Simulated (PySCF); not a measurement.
# AlCl₃: from structure and modes to constants

Method: PBE0 in PySCF with Al def2-TZVP, Cl def2-TZVP; no relativity; density-fitted integrals.

The singlet minimum has D3h symmetry. Masses (u): Al 26.98154, Cl 34.96885.

```xyz
4
charge 0 multiplicity 1, angstrom
Al    0.0000    0.0000    0.0000
Cl    2.0698    0.0000    0.0000
Cl   -1.0349    1.7925    0.0000
Cl   -1.0349   -1.7925    0.0000
```

Harmonic wavenumbers (cm⁻¹): 144.4 (e', ×2), 202.7 (a2'', ×1), 387.1 (a1', ×1), 625.7 (e', ×2).

Find the principal moments of inertia and the rotational constants. What kind of rotor is it?

About the centre of mass I = 224.71, 224.71, 449.42 u Å². With B = 16.8576/I this gives 0.07502, 0.07502, 0.03751 cm⁻¹. The molecule is an oblate symmetric top.

What is the harmonic zero-point energy?

Half the sum of all 6 wavenumbers, 2130/2 = 1065 cm⁻¹, which is 12.7 kJ/mol (1 cm⁻¹ = 0.0119627 kJ/mol).

Find the vibrational entropy and heat capacity at 298.15 K.

With u = 1.43878 ω/T, each mode gives S = R[u/(eᵘ−1) − ln(1−e⁻ᵘ)] and C = R u² eᵘ/(eᵘ−1)².
| ω (cm⁻¹) | u | S (J/(mol K)) | C (J/(mol K)) |
| --- | --- | --- | --- |
| 144.4 (×2) | 0.697 | 11.48 | 7.99 |
| 202.7 | 0.978 | 8.82 | 7.68 |
| 387.1 | 1.868 | 4.23 | 6.27 |
| 625.7 (×2) | 3.019 | 1.71 | 4.09 |
The sums over all modes are S = 39.4 and C = 38.1 J/(mol K); the softest mode gives 29 % of the entropy (each member, where degenerate).

Give the standard entropy (298.15 K, 1 bar) by its translational, rotational, vibrational and spin parts, and Cp.

Sackur–Tetrode with M = 131.89 u gives 169.7; rotation with symmetry number 6 gives 104.0; vibration 39.4; spin R ln 1 = 0.0. The total is 313.2 J/(mol K), and Cp = 4 R + 38.1 = 71.4 J/(mol K).
